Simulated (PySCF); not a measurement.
## Working out the ionisation energy of Mn⁺

Mn⁺ [Ar] 3d5 4s1 (7S) → Mn²⁺ [Ar] 3d5 (6S). All numbers are calculated (PySCF 2.14, the non-relativistic Hamiltonian (point nucleus), in cc-pVDZ (6s5p3d1f, 43 functions)). Frozen: [Ar]. Energies in hartree (1 hartree = 27.21139 eV):

| part | Mn⁺ (lower) | Mn²⁺ (upper) |
| --- | --- | --- |
| UHF | -1149.647868 | -1149.106973 |
| MP2 opposite-spin | 0.000000 | 0.000000 |
| MP2 same-spin | -0.066987 | -0.053140 |

Q: What does Hartree-Fock give?

A: (-1149.106973) − (-1149.647868) = 0.540895 hartree = 14.719 eV.

Q: What do MP2 and SCS-MP2 (6/5 opposite-spin, 1/3 same-spin) give?

A: The opposite-spin parts differ by 0.000 eV and the same-spin parts by 0.377 eV. MP2: 14.719 + (0.000) + (0.377) = 15.096 eV. SCS-MP2: 14.719 + 1.2 × (0.000) + (0.377)/3 = 14.845 eV.

Measured between the centres of the two terms (NIST): 15.640 eV, so MP2 (valence) is off by -0.544 eV.

The calculation is non-relativistic.

A double-zeta basis recovers only part of the correlation energy.

What remains against the reference includes basis incompleteness, the frozen core and correlation beyond second order.
